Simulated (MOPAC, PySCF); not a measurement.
H4AlB, SMILES `[BH2][AlH2]`, neutral singlet in the gas phase. 

Cartesian coordinates (Å):
SMILES: [AlH2][BH2]
```xyz
6

B     -1.1198     0.0061     0.0321
Al     0.9937    -0.0038    -0.0277
H     -1.7917    -0.4327    -0.8513
H     -1.7363     0.4508     0.9523
H      1.8197    -1.2252     0.5460
H      1.7975     1.2098    -0.6476
```
Charge 0, multiplicity 1.

All levels are single points at this geometry (M06-2X/def2-TZVP); Pople sets use spherical d functions. Orbital energies aren't observables, and empty levels follow the basis.

PM6 in MOPAC gives gap (eV) = 9.44.

Q: Estimate the gap (eV) from each of these levels: M06-2X/def2-TZVP in PySCF; PBE-D3(BJ)/def2-TZVP in PySCF; B3LYP/3-21G in PySCF; B3LYP/6-311+G** in PySCF; BP86/6-31G* in PySCF; M06-2X/6-31G* in PySCF; SVWN5/6-31G* in PySCF; HF/6-31G* in PySCF; HF/STO-3G in PySCF; AM1 in MOPAC; PM3 in MOPAC; PM7 in MOPAC.

A: 
| level | gap (eV) |
|---|---|
| M06-2X/def2-TZVP in PySCF | 7.19 |
| PBE-D3(BJ)/def2-TZVP in PySCF | 2.99 |
| B3LYP/3-21G in PySCF | 5.00 |
| B3LYP/6-311+G** in PySCF | 4.80 |
| BP86/6-31G* in PySCF | 3.17 |
| M06-2X/6-31G* in PySCF | 7.42 |
| SVWN5/6-31G* in PySCF | 2.90 |
| HF/6-31G* in PySCF | 11.38 |
| HF/STO-3G in PySCF | 15.01 |
| AM1 in MOPAC | 8.44 |
| PM3 in MOPAC | 8.30 |
| PM7 in MOPAC | 8.70 |
